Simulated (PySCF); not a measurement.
# PBE on Al³⁺ (aluminium, charge +3)

Configuration: [Ne], closed-shell 1S. Computed with PySCF 2.14 in cc-pVTZ-DK (5s4p2d1f, 34 functions), with the spin-free X2C one-electron Hamiltonian (Gaussian nucleus).

* Total energy: -240.6973 hartree
* One-electron energy: -321.6559 hartree
* Hartree (Coulomb) energy: 98.6882 hartree
* Exchange-correlation energy: -17.7296 hartree
* ⟨S²⟩: 0.0000
* ⟨L²⟩: 0.000
* Sum of ⟨r⟩: 5.069 bohr
* Sum of ⟨r²⟩: 3.670 bohr²
* Langevin diamagnetic susceptibility: -2.91 ×10⁻⁶ cm³/mol
* Time after the integrals: 0.08 s of wall time on 1 thread of Intel(R) Xeon(R) 6975P-C (shared host)

| shell | electrons | mean orbital energy (eV) | rms radius, mean of both spins (bohr) |
| --- | --- | --- | --- |
| 1s | 2 | -1546.9 | 0.139 |
| 2s | 2 | -142.65 | 0.681 |
| 2p | 6 | -104.17 | 0.671 |

Densities and radii are taken from the X2C orbitals without a picture-change correction, which distorts them close to the nucleus.
